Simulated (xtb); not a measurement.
xtb input (GFN2-xTB):

```bash
xtb mol.xyz --gfn 2 --sp --chrg 0 --uhf 0
```
mol.xyz:
```
18

C     -1.58610345    -0.87424208     1.84978852
Si    -1.59946850    -0.81590761    -0.01478079
C     -2.69435493     0.55483395    -0.64841423
O     -0.05851052    -0.58484816    -0.57972236
Si     1.25166386     0.29274050    -0.22191811
O      2.16710662     0.46668005    -1.56955926
O      0.68831998     1.69974564     0.39967360
O      2.22715385    -0.37522777     0.90742122
H     -2.58476481    -1.08195507     2.24149594
H     -0.91103589    -1.65080277     2.21433390
H     -1.25251309     0.08218363     2.25829455
H     -2.04385269    -2.11944031    -0.56604642
H     -2.33672537     1.52052360    -0.28462389
H     -2.69988292     0.58290820    -1.73993822
H     -3.72501278     0.42183035    -0.31067629
H      1.70589641     0.56694907    -2.40571701
H      1.32356735     2.27265968     0.83609396
H      2.88377937    -1.00486601     0.59981655
```

Output:

```
           -------------------------------------------------
          |                Calculation Setup                |
           -------------------------------------------------

           -------------------------------------------------
          |                 G F N 2 - x T B                 |
           -------------------------------------------------

        Reference                      10.1021/acs.jctc.8b01176
      * Hamiltonian:
        H0-scaling (s, p, d)           1.850000    2.230000    2.230000
        zeta-weighting                 0.500000
      * Dispersion:
        s8                             2.700000
        a1                             0.520000
        a2                             5.000000
        s9                             5.000000
      * Repulsion:
        kExp                           1.500000    1.000000
        rExp                           1.000000
      * Coulomb:
        alpha                          2.000000
        third order                    shell-resolved
        anisotropic                    true
        a3                             3.000000
        a5                             4.000000
        cn-shift                       1.200000
        cn-exp                         4.000000
        max-rad                        5.000000

          ...................................................
          :                      SETUP                      :
          :.................................................:
          :  # basis functions                  54          :
          :  # atomic orbitals                  52          :
          :  # shells                           28          :
          :  # electrons                        50          :
          :  max. iterations                   250          :
          :  Hamiltonian                  GFN2-xTB          :
          :  restarted?                      false          :
          :  GBSA solvation                  false          :
          :  PC potential                    false          :
          :  electronic temp.          300.0000000     K    :
          :  accuracy                    1.0000000          :
          :  -> integral cutoff          0.2500000E+02      :
          :  -> integral neglect         0.1000000E-07      :
          :  -> SCF convergence          0.1000000E-05 Eh   :
          :  -> wf. convergence          0.1000000E-03 e    :
          :  Broyden damping             0.4000000          :
          :  net charge                          0          :
          :  unpaired electrons                  0          :
          ...................................................

 iter      E             dE          RMSdq      gap      omega  full diag
   1    -29.4855722 -0.294856E+02  0.612E+00    7.55       0.0  T
   2    -29.5810208 -0.954486E-01  0.340E+00    6.34       1.0  T
   3    -29.5815922 -0.571362E-03  0.177E+00    7.11       1.0  T
   4    -29.5930029 -0.114108E-01  0.670E-01    6.63       1.0  T
   5    -29.5934892 -0.486245E-03  0.370E-01    6.78       1.0  T
   6    -29.5939382 -0.448963E-03  0.955E-02    6.71       1.0  T
   7    -29.5939295  0.864717E-05  0.476E-02    6.73       1.0  T
   8    -29.5939423 -0.127812E-04  0.706E-03    6.72       3.3  T
   9    -29.5939423 -0.581374E-08  0.426E-03    6.72       5.5  T
  10    -29.5939423 -0.231598E-07  0.207E-03    6.72      11.4  T
  11    -29.5939423  0.421916E-07  0.233E-03    6.72      10.1  T
  12    -29.5939423 -0.506067E-07  0.435E-04    6.72      54.2  T
  13    -29.5939423 -0.166270E-08  0.155E-04    6.72     152.1  T

   *** convergence criteria satisfied after 13 iterations ***

         #    Occupation            Energy/Eh            Energy/eV
      -------------------------------------------------------------
         1        2.0000           -0.8088888             -22.0110
       ...           ...                  ...                  ...
        19        2.0000           -0.4532220             -12.3328
        20        2.0000           -0.4516745             -12.2907
        21        2.0000           -0.4506418             -12.2626
        22        2.0000           -0.4487933             -12.2123
        23        2.0000           -0.4464894             -12.1496
        24        2.0000           -0.3968225             -10.7981
        25        2.0000           -0.3868769             -10.5275 (HOMO)
        26                         -0.1399805              -3.8091 (LUMO)
        27                         -0.1277002              -3.4749
        28                         -0.1146634              -3.1202
        29                         -0.0662024              -1.8015
        30                         -0.0547439              -1.4897
       ...                                ...                  ...
        52                          0.9033077              24.5803
      -------------------------------------------------------------
                  HL-Gap            0.2468964 Eh            6.7184 eV
             Fermi-level           -0.2634287 Eh           -7.1683 eV

 SCC (total)                   0 d,  0 h,  0 min,  0.014 sec
 SCC setup                      ...        0 min,  0.000 sec (  0.992%)
 Dispersion                     ...        0 min,  0.000 sec (  1.207%)
 classical contributions        ...        0 min,  0.000 sec (  0.265%)
 integral evaluation            ...        0 min,  0.003 sec ( 20.710%)
 iterations                     ...        0 min,  0.006 sec ( 47.142%)
 molecular gradient             ...        0 min,  0.004 sec ( 29.043%)
 printout                       ...        0 min,  0.000 sec (  0.570%)

         :::::::::::::::::::::::::::::::::::::::::::::::::::::
         ::                     SUMMARY                     ::
         :::::::::::::::::::::::::::::::::::::::::::::::::::::
         :: total energy             -29.344612963054 Eh    ::
         :: gradient norm              0.037042036205 Eh/a0 ::
         :: HOMO-LUMO gap              6.718392898542 eV    ::
         ::.................................................::
         :: SCC energy               -29.593859560192 Eh    ::
         :: -> isotropic ES            0.135775321423 Eh    ::
         :: -> anisotropic ES         -0.002975450780 Eh    ::
         :: -> anisotropic XC          0.003176146909 Eh    ::
         :: -> dispersion             -0.013203295343 Eh    ::
         :: repulsion energy           0.249246597138 Eh    ::
         :: add. restraining           0.000000000000 Eh    ::
         :: total charge               0.000000000000 e     ::
         :::::::::::::::::::::::::::::::::::::::::::::::::::::

           -------------------------------------------------
          |                Property Printout                |
           -------------------------------------------------

    * Orbital Energies and Occupations

         #    Occupation            Energy/Eh            Energy/eV
      -------------------------------------------------------------
         1        2.0000           -0.8088888             -22.0110
       ...           ...                  ...                  ...
        13        2.0000           -0.4854967             -13.2110
        14        2.0000           -0.4782274             -13.0132
        15        2.0000           -0.4699092             -12.7869
        16        2.0000           -0.4675987             -12.7240
        17        2.0000           -0.4596863             -12.5087
        18        2.0000           -0.4579640             -12.4618
        19        2.0000           -0.4532220             -12.3328
        20        2.0000           -0.4516745             -12.2907
        21        2.0000           -0.4506418             -12.2626
        22        2.0000           -0.4487933             -12.2123
        23        2.0000           -0.4464894             -12.1496
        24        2.0000           -0.3968225             -10.7981
        25        2.0000           -0.3868769             -10.5275 (HOMO)
        26                         -0.1399805              -3.8091 (LUMO)
        27                         -0.1277002              -3.4749
        28                         -0.1146634              -3.1202
        29                         -0.0662024              -1.8015
        30                         -0.0547439              -1.4897
        31                         -0.0388966              -1.0584
        32                          0.0159557               0.4342
        33                          0.0306798               0.8348
        34                          0.0502794               1.3682
        35                          0.1332958               3.6272
        36                          0.1498450               4.0775
       ...                                ...                  ...
        52                          0.9033077              24.5803
      -------------------------------------------------------------
                  HL-Gap            0.2468964 Eh            6.7184 eV
             Fermi-level           -0.2634287 Eh           -7.1683 eV

     #   Z          covCN         q      C6AA      α(0)
     1   6 C        3.652    -0.213    25.091     7.194
     2  14 Si       3.569     0.552    97.353    18.982
     3   6 C        3.652    -0.211    25.058     7.189
     4   8 O        1.539    -0.452    21.976     6.324
     5  14 Si       3.223     0.708   127.985    23.598
     6   8 O        1.575    -0.495    22.834     6.448
     7   8 O        1.575    -0.482    22.570     6.411
     8   8 O        1.575    -0.482    22.565     6.410
     9   1 H        0.924     0.028     2.610     2.526
    10   1 H        0.924     0.037     2.492     2.468
    11   1 H        0.924     0.046     2.366     2.405
    12   1 H        0.912    -0.083     4.995     3.496
    13   1 H        0.924     0.049     2.338     2.391
    14   1 H        0.924     0.034     2.524     2.485
    15   1 H        0.924     0.027     2.626     2.534
    16   1 H        0.811     0.312     0.686     1.301
    17   1 H        0.811     0.312     0.685     1.300
    18   1 H        0.811     0.314     0.679     1.294

 Mol. C6AA /au·bohr⁶  :       4026.359238
 Mol. C8AA /au·bohr⁸  :     130950.104031
 Mol. α(0) /au        :        104.755699

Wiberg/Mayer (AO) data.
largest (>0.10) Wiberg bond orders for each atom

 ---------------------------------------------------------------------------
     #   Z sym  total        # sym  WBO       # sym  WBO       # sym  WBO
 ---------------------------------------------------------------------------
     1   6 C    3.981 --     9 H    0.994    10 H    0.987    11 H    0.981
                             2 Si   0.910
     2  14 Si   3.777 --     4 O    1.009     1 C    0.910     3 C    0.906
                            12 H    0.877
     3   6 C    3.981 --    15 H    0.995    14 H    0.987    13 H    0.981
                             2 Si   0.906
     4   8 O    2.305 --     5 Si   1.069     2 Si   1.009
     5  14 Si   4.416 --     8 O    1.116     7 O    1.112     6 O    1.091
                             4 O    1.069
     6   8 O    2.129 --     5 Si   1.091    16 H    0.890
     7   8 O    2.143 --     5 Si   1.112    17 H    0.889
     8   8 O    2.147 --     5 Si   1.116    18 H    0.888
     9   1 H    0.999 --     1 C    0.994
    10   1 H    0.999 --     1 C    0.987
    11   1 H    0.998 --     1 C    0.981
    12   1 H    0.993 --     2 Si   0.877
    13   1 H    0.998 --     3 C    0.981
    14   1 H    0.999 --     3 C    0.987
    15   1 H    0.999 --     3 C    0.995
    16   1 H    0.903 --     6 O    0.890
    17   1 H    0.902 --     7 O    0.889
    18   1 H    0.901 --     8 O    0.888
 ---------------------------------------------------------------------------

Topologies differ in total number of bonds
Note: The following floating-point exceptions are signalling: IEEE_UNDERFLOW_FLAG IEEE_DENORMAL
normal termination of xtb
Writing topology from bond orders to xtbtopo.mol

molecular dipole:
                 x           y           z       tot (Debye)
 q only:        0.007      -0.032      -0.188
   full:        0.156       0.197      -0.195       0.808
molecular quadrupole (traceless):
                xx          xy          yy          xz          yz          zz
 q only:        0.491       0.830       0.412       0.013       0.277      -0.902
  q+dip:       -1.187      -0.934       0.827      -0.180       0.251       0.360
   full:        0.145      -0.712      -0.199      -0.354      -0.174       0.054

           -------------------------------------------------
          | TOTAL ENERGY              -29.344612963054 Eh   |
          | GRADIENT NORM               0.037042036205 Eh/α |
          | HOMO-LUMO GAP               6.718392898542 eV   |
           -------------------------------------------------

------------------------------------------------------------------------
------------------------------------------------------------------------
 total:
 SCF:
```
